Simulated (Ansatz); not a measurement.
Geometry optimisation, RKS PBE/def2-SVP (Ansatz 0.2.0).

The input (input.yaml):

```yaml
crystal:
  periodic: [false, false, false]
  atoms:
    - { symbol: Ta, position_ang: [-0.522156, -0.363083, 0.206577] }
    - { symbol: Cl, position_ang: [3.038453, 0.4284, 0.618442] }
    - { symbol: F, position_ang: [-0.945871, 0.017196, 2.015762] }
    - { symbol: F, position_ang: [0.180856, -1.04204, -1.420931] }
    - { symbol: F, position_ang: [-0.003067, 1.407908, -0.138469] }
    - { symbol: F, position_ang: [-2.223761, -1.060119, -0.128461] }
    - { symbol: Si, position_ang: [0.942566, -2.210743, 1.27058] }
    - { symbol: H, position_ang: [0.075303, -3.453209, 1.219747] }
    - { symbol: H, position_ang: [2.195218, -2.542308, 0.481933] }
    - { symbol: H, position_ang: [1.339377, -1.968058, 2.702831] }
    - { symbol: H, position_ang: [3.142384, -0.906444, 0.529089] }
basis:
  gaussian: { orbitals: def2-SVP }
hamiltonian:
  xc: pbe
relax:
  f_tol: 0.03
  max_steps: 50
```

Run as:

```bash
$ ansatz run input.yaml --threads 4 --pin off --max-ram 5120MiB --backend cpu --events-out ev --progress --plain --runs-dir out
```

**Question.** Where does it end, and by what steps?

**Answer.** The run converged. After 35 steps the energy has fallen by 0.127 eV; H11 moved furthest, 1.35 Å.

```json
{"step": "0", "energy less start (eV)": "0.0000", "largest force component (eV/Å)": "0.930", "accepted": "yes"}
{"step": "2", "energy less start (eV)": "-0.0421", "largest force component (eV/Å)": "0.868", "accepted": "yes"}
{"step": "4", "energy less start (eV)": "-0.0451", "largest force component (eV/Å)": "0.412", "accepted": "no"}
{"step": "6", "energy less start (eV)": "-0.0674", "largest force component (eV/Å)": "0.231", "accepted": "yes"}
{"step": "8", "energy less start (eV)": "-0.0734", "largest force component (eV/Å)": "0.110", "accepted": "yes"}
{"step": "10", "energy less start (eV)": "-0.0746", "largest force component (eV/Å)": "0.148", "accepted": "yes"}
{"step": "12", "energy less start (eV)": "-0.0768", "largest force component (eV/Å)": "0.053", "accepted": "yes"}
{"step": "14", "energy less start (eV)": "-0.0781", "largest force component (eV/Å)": "0.064", "accepted": "yes"}
{"step": "16", "energy less start (eV)": "-0.0782", "largest force component (eV/Å)": "0.324", "accepted": "no"}
{"step": "18", "energy less start (eV)": "-0.0830", "largest force component (eV/Å)": "0.081", "accepted": "yes"}
{"step": "20", "energy less start (eV)": "-0.0852", "largest force component (eV/Å)": "0.485", "accepted": "no"}
{"step": "22", "energy less start (eV)": "-0.0915", "largest force component (eV/Å)": "0.106", "accepted": "yes"}
{"step": "24", "energy less start (eV)": "-0.0974", "largest force component (eV/Å)": "0.293", "accepted": "yes"}
{"step": "26", "energy less start (eV)": "-0.1031", "largest force component (eV/Å)": "0.711", "accepted": "no"}
{"step": "28", "energy less start (eV)": "-0.1203", "largest force component (eV/Å)": "0.167", "accepted": "yes"}
{"step": "30", "energy less start (eV)": "-0.1249", "largest force component (eV/Å)": "0.044", "accepted": "yes"}
{"step": "32", "energy less start (eV)": "-0.1268", "largest force component (eV/Å)": "0.064", "accepted": "yes"}
{"step": "34", "energy less start (eV)": "-0.1271", "largest force component (eV/Å)": "0.036", "accepted": "yes"}
{"step": "35", "energy less start (eV)": "-0.1272", "largest force component (eV/Å)": "0.010", "accepted": "yes"}
```

```xyz
11
Properties=species:S:1:pos:R:3
Ta -0.487 -0.382 0.245
Cl 3.478 0.009 0.439
F -1.524 -0.432 1.826
F 0.789 -0.604 -1.164
F 0.073 1.375 0.570
F -1.868 -1.084 -0.805
Si 0.856 -2.299 1.514
H -0.177 -3.350 1.835
H 1.950 -2.912 0.689
H 1.395 -1.733 2.798
H 2.733 -0.280 -0.592
```

Whether the end is a true minimum wasn't checked by a vibrational analysis.

Run time: 89 s on 4 threads of Arm Neoverse V2, on a shared host, peak memory 0.22 GiB.
